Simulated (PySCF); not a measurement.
Q: Write Cartesian coordinates for `C(C)(O[C@@H]1C(=C)[C@H]1OC(=O)C)=O` as optimised with PBE0-D3(BJ)/def2-SVP.

A: 
```xyz
22
C8H10O4 angstrom
C      0.7602   -3.0448    0.7813
C      0.4350   -1.8053    0.4539
C      0.8021   -0.3916    0.3859
O      1.7419    0.0175   -0.5660
C      2.0785    1.3263   -0.5518
C      3.0495    1.6321   -1.6514
O      1.6558    2.1065    0.2550
C     -0.5498   -0.8773   -0.0994
O     -1.6939   -0.5768    0.6475
C     -2.4812    0.4024    0.1482
C     -3.6534    0.6483    1.0486
O     -2.2514    0.9667   -0.8849
H      1.7557   -3.2838    1.1664
H      0.0413   -3.8619    0.6766
H      0.8139    0.1960    1.3110
H      2.6281    1.3260   -2.6195
H      3.2739    2.7041   -1.6546
H      3.9735    1.0547   -1.5002
H     -0.7007   -0.8650   -1.1852
H     -3.3017    0.9165    2.0553
H     -4.2470   -0.2724    1.1462
H     -4.2703    1.4532    0.6350
```

Orientation and origin are arbitrary. Atoms count from 1 in this order. The C–O distances run from 1.199 Å (C5=O7, drawn double) to 1.399 Å (C8–O9, drawn single), a spread of 0.200 Å. The 3-membered ring C2–C3–C8 has internal angles of 58.8° to 62.5°. The C–C distances run from 1.323 Å (C1=C2, drawn double) to 1.516 Å (C3–C8, drawn single), a spread of 0.193 Å. Of the pairs four or more bonds apart, O7···H15 is among the closest relative to their van der Waals radii: 2.34 Å, 86 % of the sum of Bondi's values.

Bonds between heavy atoms (Å): C1=C2 1.323, C2–C3 1.462, C3–O4 1.399, O4–C5 1.351, C5–C6 1.499, C5=O7 1.199, C3–C8 1.516, C8–O9 1.399, O9–C10 1.352, C10–C11 1.498, C10=O12 1.199, C2–C8 1.462.

Method: PySCF, PBE0-D3(BJ)/def2-SVP geometry optimisation, gas phase.

Point group: near C2, missed by 0.21 Å at most; the miss may be what the optimiser left on a soft mode. No PBE0-D3(BJ)/def2-SVP frequencies stand behind this structure, so it isn't proved a minimum. One conformer, not necessarily the lowest (C2–C3–O4–C5 -178°, C3–O4–C5–C6 -178°, C3–C8–O9–C10 104°, C8–O9–C10–C11 -179°).
